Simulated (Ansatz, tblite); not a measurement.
Removing and adding an electron: SiH2Me(NMeEt) (C₄H₁₃NSi). Total charge 0; singlet. Geometry: r2SCAN-D4/def2-SVP. Ansatz, gas phase; energy differences of separate SCF runs; the oxidised species was run as a doublet alone; the reduced species was run as a doublet alone.

```xyz
19

Si   -0.425    0.728    1.207
H    -1.927    0.596    1.238
H     0.098    0.055    2.437
C    -0.028    2.562    1.219
H    -0.403    3.015    2.152
H    -0.506    3.098    0.384
H     1.059    2.736    1.167
N     0.354   -0.064   -0.137
C     0.327    0.506   -1.468
C     0.653   -1.489   -0.090
C    -0.453   -2.404   -0.618
H     1.259    0.258   -2.012
H    -0.521    0.158   -2.094
H     0.265    1.604   -1.417
H     1.584   -1.670   -0.664
H     0.881   -1.759    0.956
H    -0.151   -3.461   -0.549
H    -1.381   -2.275   -0.038
H    -0.684   -2.195   -1.675
```

The xTB rows come from tblite. LC-ωPBE has ω = 0.4 bohr⁻¹. Correlated methods freeze 10 core orbitals. The rows differ in basis, and correlated rows in double-zeta sets carry the largest basis error.

Question: Estimate orbital energies and vertical ionisation energies and electron affinities at: GFN1-xTB; GFN2-xTB; HF/def2-SVP; PBE-D4/def2-TZVP; PBE-D4/def2-TZVPD; PBE0-D4/def2-TZVP; PBE0-D4/def2-TZVPD; LC-ωPBE/def2-TZVP; LC-ωPBE/def2-TZVPD; MP2/def2-SVP; CCSD/def2-SVP; CCSD(T)/def2-SVP.

Answer: 
```tsv
level	−HOMO (eV)	vertical IE (eV)	−LUMO (eV)	vertical EA (eV)	HOMO–LUMO gap (eV)	IE − EA (eV)	remarks
GFN1-xTB	10.50	13.53	4.48	1.96	6.02	11.58	–
GFN2-xTB	9.52	12.62	4.33	1.21	5.19	11.42	–
HF/def2-SVP	–	7.07	–	–	–	–	–
PBE-D4/def2-TZVP	4.91	7.91	-0.20	–	5.11	–	–
PBE-D4/def2-TZVPD	4.94	–	0.39	-0.87	4.55	–	HOMO above zero (-1 doublet)
PBE0-D4/def2-TZVP	6.20	8.03	-0.99	–	7.20	–	–
PBE0-D4/def2-TZVPD	6.22	–	-0.23	-1.06	6.45	–	HOMO above zero (-1 doublet)
LC-ωPBE/def2-TZVP	8.88	8.23	-3.06	–	11.94	–	–
LC-ωPBE/def2-TZVPD	8.89	–	-1.67	-1.51	10.56	–	HOMO above zero (-1 doublet)
MP2/def2-SVP	–	8.22	–	–	–	–	–
CCSD/def2-SVP	–	7.97	–	–	–	–	–
CCSD(T)/def2-SVP	–	7.98	–	–	–	–	–
```

   A HOMO above zero means that the electron is unbound at that level or that self-interaction error raises the level; the energy of removing that electron tells which. Raw xTB energy differences between charge states are shifted by several eV; the methods need an empirical correction for them. A negative affinity means that the extra electron isn't bound; its size then hangs on the basis.
